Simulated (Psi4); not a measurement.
H7AlOSi2, singlet, geometry from GFN2-xTB (such geometries of metal compounds can be far from the true shape); MP2/6-311G** (Psi4).

Here is a job for Psi4.
```
memory 2 GB

molecule mol {
0 1
Al   -0.213703   -0.214688   -0.017004
O    -1.366021   -1.397769   -0.112728
H    -2.023755   -2.078881   -0.165913
Si   -0.822507    1.791046   -1.249675
H     0.187776    2.865396   -1.373122
H    -2.010657    2.490853   -0.704452
H    -1.205526    1.505561   -2.653773
Si    1.697567   -0.896884    1.321975
H     2.871832    0.001167    1.382957
H     2.268449   -2.191601    0.877590
H     1.367355   -1.137663    2.747399
}

set {
  basis 6-311g**
  reference rhf
  freeze_core true
}

energy('mp2')
print_variables()
```

Output, abridged:

```
    SCF Algorithm Type (re)set to DF.

   => Loading Basis Set <=

    Name: 6-311G**
    Role: ORBITAL
    Keyword: BASIS

         ---------------------------------------------------------
                                   SCF
               by Justin Turney, Rob Parrish, Andy Simmonett
                          and Daniel G. A. Smith
                              RHF Reference
         ---------------------------------------------------------

  ==> Geometry <==

    Molecular point group: c1
    Full point group: C1

    Geometry (in Angstrom), charge = 0, multiplicity = 1:

       Center              X                  Y                   Z               Mass
    ------------   -----------------  -----------------  -----------------  -----------------
         AL          -0.197973686922    -0.198952882918    -0.015800199383    26.981538530000
         O           -1.350291686922    -1.382033882918    -0.111524199383    15.994914619570
         H           -2.008025686922    -2.063145882918    -0.164709199383     1.007825032230
         SI          -0.806777686922     1.806781117082    -1.248471199383    27.976926534650
         H            0.203505313078     2.881131117082    -1.371918199383     1.007825032230
         H           -1.994927686922     2.506588117082    -0.703248199383     1.007825032230
         H           -1.189796686922     1.521296117082    -2.652569199383     1.007825032230
         SI           1.713296313078    -0.881148882918     1.323178800617    27.976926534650
         H            2.887561313078     0.016902117082     1.384160800617     1.007825032230
         H            2.284178313078    -2.175865882918     0.878793800617     1.007825032230
         H            1.383084313078    -1.121927882918     2.748602800617     1.007825032230

  Running in c1 symmetry.

  Rotational constants: A =      0.15509  B =      0.05001  C =      0.03876 [cm^-1]
  Rotational constants: A =   4649.36364  B =   1499.14904  C =   1162.08926 [MHz]
  Nuclear repulsion =  240.638035179440010

  Charge       = 0
  Multiplicity = 1
  Electrons    = 56
  Nalpha       = 28
  Nbeta        = 28

  ==> Algorithm <==

  SCF Algorithm Type is DF.
  DIIS enabled.
  MOM disabled.
  Fractional occupation disabled.
  Guess Type is SAD.
  Energy threshold   = 1.00e-08
  Density threshold  = 1.00e-08
  Integral threshold = 1.00e-12

  ==> Primary Basis <==

  Basis Set: 6-311G**
    Blend: 6-311G**
    Number of shells: 72
    Number of basis functions: 138
    Number of Cartesian functions: 142
    Spherical Harmonics?: true
    Max angular momentum: 2

   => Loading Basis Set <=

    Name: (6-311G** AUX)
    Role: JKFIT
    Keyword: DF_BASIS_SCF

  ==> Integral Setup <==

  SCF_SUBTYPE=INCORE selected. In-core MEM_DF algorithm will be used.
  Using in-core AOs.

  ==> MemDFJK: Density-Fitted J/K Matrices <==

    J tasked:                   Yes
    K tasked:                   Yes
    wK tasked:                   No
    Algorithm:                 Core
    Schwarz Cutoff:           1E-12
    Mask sparsity (%):      14.1357
    Fitting Condition:        1E-10

   => Auxiliary Basis Set <=

  Basis Set: (6-311G** AUX)
    Blend: CC-PVTZ-JKFIT
    Number of shells: 206
    Number of basis functions: 652
    Number of Cartesian functions: 776
    Spherical Harmonics?: true
    Max angular momentum: 4

  Minimum eigenvalue in the overlap matrix is 8.0515023503E-03.
  Reciprocal condition number of the overlap matrix is 1.4719258817E-03.
    Using symmetric orthogonalization.

  ==> Pre-Iterations <==

  SCF Guess: Superposition of Atomic Densities via on-the-fly atomic UHF (no occupation information).

   -------------------------
    Irrep   Nso     Nmo
   -------------------------
     A        138     138
   -------------------------
    Total     138     138
   -------------------------

  ==> Iterations <==

                           Total Energy        Delta E     RMS |[F,P]|

   @DF-RHF iter SAD:  -897.55557896649611   -8.97556e+02   0.00000e+00
   @DF-RHF iter   1:  -898.63522411503777   -1.07965e+00   4.29662e-03 DIIS/ADIIS
   @DF-RHF iter   2:  -898.74216560448701   -1.06941e-01   2.72903e-03 DIIS/ADIIS
   @DF-RHF iter   3:  -898.79028871679077   -4.81231e-02   3.93402e-04 DIIS/ADIIS
   @DF-RHF iter   4:  -898.79320637756075   -2.91766e-03   1.16324e-04 DIIS/ADIIS
   @DF-RHF iter   5:  -898.79362095405986   -4.14576e-04   1.82674e-05 DIIS
   @DF-RHF iter   6:  -898.79363312823773   -1.21742e-05   2.84992e-06 DIIS
   @DF-RHF iter   7:  -898.79363336713971   -2.38902e-07   5.28216e-07 DIIS
   @DF-RHF iter   8:  -898.79363337327413   -6.13443e-09   1.11781e-07 DIIS
   @DF-RHF iter   9:  -898.79363337362770   -3.53566e-10   3.61827e-08 DIIS
   @DF-RHF iter  10:  -898.79363337366965   -4.19504e-11   9.09349e-09 DIIS
  Energy and wave function converged.

  ==> Post-Iterations <==

    Orbital Energies [Eh]
    ---------------------

    Doubly Occupied:

[...]
      28A     -0.353461

    Virtual:

[...]
    Final Occupation by Irrep:
              A
    DOCC [    28 ]
    NA   [    28 ]
    NB   [    28 ]

  @DF-RHF Final Energy:  -898.79363337366965

   => Energetics <=

    Nuclear Repulsion Energy =            240.6380351794400099
    One-Electron Energy =               -1727.3188817294590081
    Two-Electron Energy =                 587.8872131763492916
    Total Energy =                       -898.7936333736696497

Computation Completed

Properties will be evaluated at   0.000000,   0.000000,   0.000000 [a0]

Properties computed using the SCF density matrix

 Multipole Moments:

 ------------------------------------------------------------------------------------
     Multipole            Electronic (a.u.)      Nuclear  (a.u.)        Total (a.u.)
 ------------------------------------------------------------------------------------

 L = 1.  Multiply by 2.5417464519 to convert [e a0] to [Debye]
 Dipole X            :         -2.0719862            1.6645625           -0.4074238
 Dipole Y            :         -2.0682049            1.6651710           -0.4030339
 Dipole Z            :         -0.1529009            0.1274107           -0.0254902
 Magnitude           :                                                    0.5736551

 ------------------------------------------------------------------------------------

  //>>>>>>>>>>>>>>>>>>>>>>>>>>>>>>>>>>>//
  //               DFMP2               //
  //<<<<<<<<<<<<<<<<<<<<<<<<<<<<<<<<<<<//

   => Loading Basis Set <=

    Name: (6-311G** AUX)
    Role: RIFIT
    Keyword: DF_BASIS_MP2

	 --------------------------------------------------------
	                          DF-MP2
	      2nd-Order Density-Fitted Moller-Plesset Theory

	        Rob Parrish, Justin Turney, Andy Simmonett,
	           Ed Hohenstein, and C. David Sherrill
	 --------------------------------------------------------

   => Auxiliary Basis Set <=

  Basis Set: (6-311G** AUX)
    Blend: CC-PVTZ-RI
    Number of shells: 189
    Number of basis functions: 657
    Number of Cartesian functions: 814
    Spherical Harmonics?: true
    Max angular momentum: 4

	 --------------------------------------------------------
	                 NBF =   138, NAUX =   657
	 --------------------------------------------------------
	   CLASS    FOCC     OCC    AOCC    AVIR     VIR    FVIR
	   PAIRS      16      28      12     110     110       0
	 --------------------------------------------------------

	-----------------------------------------------------------
	 ==================> DF-MP2 Energies <====================
	-----------------------------------------------------------
	 Reference Energy          =    -898.7936333736696497 [Eh]
	 Singles Energy            =      -0.0000000000000000 [Eh]
	 Same-Spin Energy          =      -0.0931507350475882 [Eh]
	 Opposite-Spin Energy      =      -0.3778751009287147 [Eh]
	 Correlation Energy        =      -0.4710258359763029 [Eh]
	 Total Energy              =    -899.2646592096459699 [Eh]
	-----------------------------------------------------------
	 ================> DF-SCS-MP2 Energies <==================
	-----------------------------------------------------------
	 SCS Same-Spin Scale       =       0.3333333333333333 [-]
	 SCS Opposite-Spin Scale   =       1.2000000000000000 [-]
	 SCS Same-Spin Energy      =      -0.0310502450158627 [Eh]
	 SCS Opposite-Spin Energy  =      -0.4534501211144576 [Eh]
	 SCS Correlation Energy    =      -0.4845003661303203 [Eh]
	 SCS Total Energy          =    -899.2781337397999550 [Eh]
	-----------------------------------------------------------

  Variable Map:
  ----------------------------------------------------------------------------
[...]
  Array Variable Map:
  ----------------------------------------------------------------------------
[...]
[...]
```
